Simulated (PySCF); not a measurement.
Cd(iPr)(SiH3), C3H10CdSi, SMILES C[CH](C)[Cd][SiH3], singlet (GFN2-xTB optimised geometry):

```
15

Cd    -0.401    -1.151     0.000
C     -1.855     0.579     0.000
C     -1.525     1.327    -1.294
C     -1.390     1.406     1.201
H     -2.941     0.453     0.063
H     -1.948     2.338    -1.289
H     -0.436     1.432    -1.424
H     -1.932     0.803    -2.165
H     -1.696     0.938     2.142
H     -1.816     2.416     1.179
H     -0.294     1.518     1.204
Si     2.197    -1.151     0.000
H      2.941    -2.416    -0.175
H      2.766    -0.590     1.252
H      2.753    -0.275    -1.064
```

Level of theory: PBE0/def2-TZVP, def2 effective core potentials past Kr (PySCF).

**Question.** What are the frontier orbital energies and the dipole moment?

**Answer.** HOMO-2 -9.22 eV, HOMO-1 -8.16 eV, HOMO -6.06 eV, LUMO -1.77 eV, LUMO+1 -0.84 eV; dipole moment 2.12 D.

On the same geometry PBE/def2-TZVP, def2 effective core potentials past Kr run with PySCF 2.14.0 gives HOMO-2 -7.90 eV, HOMO-1 -7.16 eV, HOMO -5.16 eV, LUMO -2.46 eV, LUMO+1 -1.51 eV; dipole moment 1.97 D.
